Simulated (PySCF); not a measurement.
# Magnetisability: `CC(C)/C=C\C(=O)Cl`, C6H9ClO

Cartesian coordinates in Å; atom numbers follow the order of the lines, from 1:
```xyz
17

C    -1.590   -0.492   -1.121
C    -0.576    0.190   -0.202
C    -1.274    0.766    1.037
C     0.440   -0.801    0.251
C     1.770   -0.651    0.294
C     2.470    0.548   -0.127
O     2.050    1.618   -0.433
Cl    4.233    0.274   -0.163
H    -2.101   -1.298   -0.599
H    -2.331    0.228   -1.456
H    -1.093   -0.904   -1.997
H    -0.091    1.008   -0.737
H    -0.555    1.276    1.672
H    -2.034    1.480    0.731
H    -1.752   -0.024    1.612
H     0.029   -1.747    0.586
H     2.397   -1.458    0.642
```

Theory: PySCF 2.14.0, GIAO CAM-B3LYP/pcSseg-1 magnetisability, rotational g tensor and spin-rotation constants, non-relativistic, gas phase. Geometry: GFN2-xTB.

**Question.** What are the magnetisability and the molar susceptibility?

**Answer.** Isotropic -1299 × 10⁻³⁰ J/T², or -78.2 × 10⁻⁶ cm³/mol; principal values -1446, -1320, -1129 × 10⁻³⁰ J/T², anisotropy 277 × 10⁻³⁰ J/T² (root of half the summed squared differences of the principal values). The susceptibility is in cgs units.

**Question.** Split it along the inertial axes a, b, c into diamagnetic and paramagnetic parts about the centre of mass, with the quadrupole moment.

**Answer.** 
| axis | χ (10⁻⁶ cm³/mol) | diamagnetic (10⁻⁶ cm³/mol) | paramagnetic (10⁻⁶ cm³/mol) | summed x² of all electrons (Å²) | quadrupole Θ (D Å) |
| --- | --- | --- | --- | --- | --- |
| a | -79.5 | -415.7 | 336.3 | 350.2 | +0.03 |
| b | -71.7 | -1663.0 | 1591.2 | 56.2 | -0.68 |
| c | -83.4 | -1724.2 | 1640.7 | 41.8 | +0.66 |

Anisotropies 2χaa − χbb − χcc = -3.8 and 2χbb − χaa − χcc = +19.4 × 10⁻⁶ cm³/mol. Θ is traceless in Buckingham's convention.

**Question.** And the rotational g tensor?

**Answer.** 
| axis | rotational constant (GHz) | g | nuclear part | electronic part |
| --- | --- | --- | --- | --- |
| a | 4.1603 | -0.0408 | 0.6164 | -0.6573 |
| b | 0.7570 | -0.0100 | 0.5558 | -0.5659 |
| c | 0.7267 | -0.0059 | 0.5542 | -0.5602 |

Asymmetric top; isotopes 12C, 35Cl, 1H, 16O; no vibrational averaging.
